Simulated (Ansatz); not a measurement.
Calculated with Ansatz (gas phase, PBE0-D4/def2-TZVP geometries, no zero-point term in ΔE). CCSD(T)/CBS is the MP2 limit (def2-TZVPP, def2-QZVPP) plus CCSD(T) − MP2 in def2-TZVPP, frozen cores. DFT in def2-TZVPP. B3LYP here is the variant with VWN-RPA as its local correlation; programs differ in this. HSE06 is defined as in plane-wave codes. def2 core potentials past Kr. For Sn outer-core shells are correlated without core-valence functions, which leaves a few kJ/mol of doubt a bond.

Reaction (redistribution): `[SiH3][SnH3]` + `B[SiH]([SiH3])Cl` → `B[SiH](Cl)[SnH3]` + `[SiH3][SiH3]`

```json
{"level": "PBE-D4", "ΔE (kJ/mol)": "-22.0", "difference from CCSD(T)/CBS": "-19.1"}
{"level": "revPBE-D4", "ΔE (kJ/mol)": "-17.9", "difference from CCSD(T)/CBS": "-15.0"}
{"level": "r2SCAN-D4", "ΔE (kJ/mol)": "-11.8", "difference from CCSD(T)/CBS": "-8.9"}
{"level": "B97M-V", "ΔE (kJ/mol)": "-7.3", "difference from CCSD(T)/CBS": "-4.4"}
{"level": "r2SCAN0-D4", "ΔE (kJ/mol)": "-4.0", "difference from CCSD(T)/CBS": "-1.1"}
{"level": "ωB97X-V", "ΔE (kJ/mol)": "10.6", "difference from CCSD(T)/CBS": "13.5"}
{"level": "PBE", "ΔE (kJ/mol)": "-20.0", "difference from CCSD(T)/CBS": "-17.1"}
{"level": "revPBE", "ΔE (kJ/mol)": "-12.2", "difference from CCSD(T)/CBS": "-9.3"}
{"level": "B3LYP", "ΔE (kJ/mol)": "5.0", "difference from CCSD(T)/CBS": "7.9"}
{"level": "HSE06", "ΔE (kJ/mol)": "-7.9", "difference from CCSD(T)/CBS": "-5.0"}
{"level": "CAM-B3LYP", "ΔE (kJ/mol)": "10.7", "difference from CCSD(T)/CBS": "13.6"}
{"level": "HF/def2-TZVPP", "ΔE (kJ/mol)": "60.3", "difference from CCSD(T)/CBS": "63.2"}
{"level": "MP2/def2-TZVPP", "ΔE (kJ/mol)": "-11.4", "difference from CCSD(T)/CBS": "-8.5"}
{"level": "CCSD(T)/def2-TZVPP", "ΔE (kJ/mol)": "-1.7", "difference from CCSD(T)/CBS": "1.2"}
{"level": "HF/CBS(def2)", "ΔE (kJ/mol)": "60.4", "difference from CCSD(T)/CBS": "63.3"}
{"level": "CCSD/CBS(def2)", "ΔE (kJ/mol)": "8.1", "difference from CCSD(T)/CBS": "11.0"}
{"level": "CCSD(T)/CBS", "ΔE (kJ/mol)": "-2.9", "difference from CCSD(T)/CBS": "0"}
```

Largest T1 diagnostic among the species: 0.013.

From PBE to PBE0 (25 % exact exchange), in def2-TZVPP and without D4, ΔE moves by +12.7 kJ/mol. The D4 term adds −3.5 kJ/mol with B3LYP and −1.6 kJ/mol with PBE0; it sums over pairs of atoms, weighted by their polarisabilities, and B3LYP, whose exchange is more repulsive, gets the larger term.
